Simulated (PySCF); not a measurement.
**Aluminium: a sound run and one with changed settings**

Sound run: Al²⁺ [Ne] 3s1, Al³⁺ [Ne]. Calculation: PySCF 2.14, in 6-31G* (4s3p1d, 18 functions); no relativity, point nucleus. The sound run starts from symmetry-adapted Hartree-Fock orbitals and uses a fine grid where one is needed.

A second run was set up differently.

| species | method | sound run (hartree) | changed run (hartree) | converged |
| --- | --- | --- | --- | --- |
| Al²⁺ | UHF | -241.00702 | -241.00702 | yes |
| Al²⁺ | TPSS | -241.44788 | -241.56892 | yes |
| Al²⁺ | PBE | -241.29163 | -241.34503 | yes |
| Al³⁺ | UHF | -239.97826 | -239.97826 | yes |
| Al³⁺ | TPSS | -240.40405 | -240.51283 | yes |
| Al³⁺ | PBE | -240.23691 | -240.27633 | yes |

Ionisation energy of Al²⁺:

| method | sound run (eV) | changed run (eV) |
| --- | --- | --- |
| UHF | 27.994 | 27.994 |
| TPSS | 28.404 | 28.738 |
| PBE | 28.701 | 29.081 |

Question: What was changed?
A. too few SCF iterations
B. level shift left on
C. radial grid too coarse
D. minimal basis

Answer: C. It used radial step 0.8 in ln r (0.13 in the sound run). A coarse radial grid mis-integrates the density and the exchange-correlation energy, with errors of either sign; Hartree-Fock needs no grid.
